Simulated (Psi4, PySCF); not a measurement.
C$_{3}$H$_{11}$FGeOSi (SMILES [CH3][Ge]([CH3])([CH3])[O][SiH2]F), singlet, at a GFN2-xTB geometry, atoms displaced at random by about 0.08 Å a coordinate. Base run: PySCF with TPSS/STO-3G, gradient.

The PySCF input:
```python
from pyscf import gto, scf, dft

mol = gto.M(
    atom='''
Si    2.354487   -0.486385   -0.338647
F     2.539062    1.120517    0.127539
O     0.705690   -0.815120   -0.385594
Ge   -0.822770    0.159331    0.150937
C    -2.182020   -1.562743   -0.437803
C    -1.038528    1.419326   -1.226997
C    -0.763250    0.552318    1.868840
H     2.820283   -1.172743    0.724592
H     2.911966   -0.652953   -1.494482
H    -3.265548   -1.251732   -0.260379
H    -2.038527   -2.348222    0.307242
H    -2.071388   -1.786674   -1.285370
H    -1.960654    2.108221   -1.035779
H    -1.094545    1.205612   -2.323876
H    -0.161262    2.232920   -0.985578
H    -0.687524   -0.288222    2.720122
H    -0.105871    1.019384    2.259479
H    -1.793858    0.952839    2.281037
''',
    basis='sto-3g',
    charge=0,
    spin=0,
    verbose=4,
)

mf = dft.RKS(mol)
mf.xc = 'tpss'
mf.kernel()
g = mf.nuc_grad_method()
grad = g.kernel()
```

Programs used: Psi4, PySCF; a row that names a program was run with it.

The coordinate followed is y of atom 9.

The base run was repeated with changes; each row names its change, and settings that it needs were set with it.

```tsv
change	dE/dx (Eh/bohr)	net force (Eh/bohr)
base	0.023074	0.000284
finite difference step (bohr) = 0.01; conv_tol = 1e-11	0.023073	-
grids.level = 1; grid_response = on	0.023122	0.000000
code = psi4	0.023073	0.000814
density fitting = on; auxbasis_response = off	0.023092	0.001568
grid_response = on	0.023074	0.000000
grids.level = 0; grid_response = off	0.023393	0.043064
finite difference step (bohr) = 0.2; conv_tol = 1e-11	0.022672	-
grids.level = 5; grid_response = on	0.023075	0.000000
finite difference step (bohr) = 1e-4; conv_tol = 1e-11	0.023074	-
finite difference step (bohr) = 1e-5; conv_tol = 1e-11	0.023075	-
grids.level = 0; grid_response = on	0.023803	0.000000
```

The net force is zero for an exact gradient.
